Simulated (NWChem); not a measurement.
System: CH4OSi; SMILES O=C[SiH3]

Here is an NWChem input.

```
start job
memory heap 200 mb stack 900 mb global 1100 mb
geometry units angstroms noautoz
  O     -0.344755    -1.686678     0.000000
  C      0.483270    -0.811339     0.000000
  Si    -0.064650     1.047660     0.000000
  H      1.579469    -1.071779     0.000000
  H     -0.889616     1.283848     1.219817
  H     -0.889616     1.283848    -1.219817
  H      1.123539     1.952976     0.000000
end
basis spherical
  * library sto-3g
end
dft
  xc pbe0
  iterations 150
  vectors input atomic output neutral.movecs
end
task dft energy
charge 1
dft
  odft
  mult 2
  vectors input atomic output cation.movecs
end
task dft energy
```

Excerpt of the output:

```
             Northwest Computational Chemistry Package (NWChem) 7.3.0
             --------------------------------------------------------

 CS  symmetry detected

                             Geometry "geometry" -> ""
                             -------------------------

 Output coordinates in angstroms (scale by  1.889725989 to convert to a.u.)

  No.       Tag          Charge          X              Y              Z
 ---- ---------------- ---------- -------------- -------------- --------------
    1 O                    8.0000    -0.33202643    -1.68260885     0.00000000
    2 C                    6.0000     0.48671581    -0.79858118     0.00000000
    3 Si                  14.0000    -0.08079003     1.05453261     0.00000000
    4 H                    1.0000     1.58560197    -1.04743948     0.00000000
    5 H                    1.0000    -0.90820238     1.28200234     1.21981700
    6 H                    1.0000    -0.90820238     1.28200234    -1.21981700
    7 H                    1.0000     1.09777983     1.97233610     0.00000000

 Effective nuclear repulsion energy (a.u.)      96.3395389194

      Symmetry information
      --------------------

 Group name             Cs
 Group number              2
 Group order               2
 No. of unique centers     6

                                 NWChem DFT Module
                                 -----------------

 Summary of "ao basis" -> "ao basis" (spherical)
 ------------------------------------------------------------------------------
       Tag                 Description            Shells   Functions and Types
 ---------------- ------------------------------  ------  ---------------------
 O                           sto-3g                  3        5   2s1p
 C                           sto-3g                  3        5   2s1p
 Si                          sto-3g                  5        9   3s2p
 H                           sto-3g                  1        1   1s

      Symmetry analysis of basis
      --------------------------

        a'         18
        a"          5

            General Information
            -------------------
          SCF calculation type: DFT
          Wavefunction type:  closed shell.
          No. of atoms     :     7
          No. of electrons :    32
           Alpha electrons :    16
            Beta electrons :    16
          Charge           :     0
          Spin multiplicity:     1
          Use of symmetry is: on ; symmetry adaption is: on
          Maximum number of iterations: 150
          AO basis - number of functions:    23
                     number of shells:    15
          Convergence on energy requested:  1.00D-06
          Convergence on density requested:  1.00D-05
          Convergence on gradient requested:  5.00D-04

              XC Information
              --------------
                         PBE0 Method XC Functional
                     Hartree-Fock (Exact) Exchange  0.250
          PerdewBurkeErnzerhof Exchange Functional  0.750
            Perdew 1991 LDA Correlation Functional  1.000 local
           PerdewBurkeErnz. Correlation Functional  1.000 non-local

             Grid Information
             ----------------
          Grid used for XC integration:  medium
          Radial quadrature: Mura-Knowles
          Angular quadrature: Lebedev.
          Tag              B.-S. Rad. Rad. Pts. Rad. Cut. Ang. Pts.
          ---              ---------- --------- --------- ---------
          O                   0.60       49          10.0       434
          C                   0.70       49           8.0       434
          Si                  1.10       88           8.0       590
          H                   0.35       45          10.0       434
          Grid pruning is: on
          Number of quadrature shells:   321
          Spatial weights used:  Erf1

      Superposition of Atomic Density Guess
      -------------------------------------

 Sum of atomic energies:        -398.27332168

      Non-variational initial energy
      ------------------------------

 Total energy =    -398.302465
 1-e energy   =    -747.912027
 2-e energy   =     253.270023
 HOMO         =      -0.096917
 LUMO         =       0.185304

      Symmetry analysis of molecular orbitals - initial
      -------------------------------------------------

  Numbering of irreducible representations:

     1 a'          2 a"

  Orbital symmetries:

     1 a'          2 a'          3 a'          4 a'          5 a'
     6 a"          7 a'          8 a'          9 a'         10 a'
    11 a'         12 a'         13 a"         14 a"         15 a'
    16 a'         17 a"         18 a'         19 a'         20 a'
    21 a"         22 a'         23 a'

   convergence    iter        energy       DeltaE   RMS-Dens  Diis-err
 ---------------- ----- ----------------- --------- --------- ---------
 d= 0,ls=0.0,diis     1   -399.9060237055 -4.96D+02  1.06D-01  9.62D-01
 d= 0,ls=0.0,diis     2   -399.4056466322  5.00D-01  7.32D-02  4.96D+00
 d= 0,ls=0.0,diis     3   -400.0705010573 -6.65D-01  4.82D-03  1.54D-02
 d= 0,ls=0.0,diis     4   -400.0725123711 -2.01D-03  1.50D-03  9.82D-04
 d= 0,ls=0.0,diis     5   -400.0726805884 -1.68D-04  2.41D-04  3.43D-05
  Resetting Diis
 d= 0,ls=0.0,diis     6   -400.0726852820 -4.69D-06  2.98D-05  1.27D-07
 d= 0,ls=0.0,diis     7   -400.0726853080 -2.60D-08  1.05D-05  1.61D-08
 d= 0,ls=0.0,diis     8   -400.0726853072  7.87D-10  6.07D-06  2.44D-08

         Total DFT energy =     -400.072685307215
      One electron energy =     -745.614219050662
           Coulomb energy =      285.435236519998
    Exchange-Corr. energy =      -36.233241695985
 Nuclear repulsion energy =       96.339538919435

 Numeric. integr. density =       31.999994609513

                  Occupations of the irreducible representations
                  ----------------------------------------------

[...]
```

Level: PBE0/STO-3G, vertical spin-unrestricted ions. All runs use the structure optimised with PBE0/def2-SVP.
